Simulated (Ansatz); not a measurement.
Consider the ligand exchange at the Si–C bond: `C[SiH2]C=O` + `C=C(O)F` → `C=C(F)O[SiH2]C` + `C=O`.

Gas-phase electronic energies from Ansatz, PBE0-D4/def2-TZVP geometries. CBS: MP2 limit from def2 TZ/QZ plus the TZ coupled-cluster correction, frozen cores. This one scheme is used for every species. Functionals use def2-TZVPP. One conformer a species, not always the lowest.

(1) Is it downhill or uphill in electronic energy at CCSD(T)/CBS, and by how much? (Best estimate.)

(2) What do these levels give: PBE0-D4, ωB97X-V, PBE0, HF/def2-TZVPP, HF/CBS(def2), MP2/CBS(def2)? (Best estimate.)

Largest T1 diagnostic among the species: 0.015.

## Answers

(1) Ansatz gave: Downhill: ΔE = -110.3 kJ/mol.

(2) Ansatz gave: PBE0-D4 -99.9, ωB97X-V -108.2, PBE0 -97.5, HF/def2-TZVPP -124.4, HF/CBS(def2) -125.2, MP2/CBS(def2) -115.0 kJ/mol.

In def2-TZVPP, CCSD(T) changes the Hartree–Fock value by +12.5 kJ/mol (the triples alone add +2.0 kJ/mol) and MP2 by +7.8 kJ/mol. The D4 term adds −3.8 kJ/mol with B3LYP and −2.4 kJ/mol with PBE0; it sums over pairs of atoms, weighted by their polarisabilities, and B3LYP, whose exchange is more repulsive, gets the larger term.

B3LYP here is the variant with VWN-RPA as its local correlation; programs differ in this.
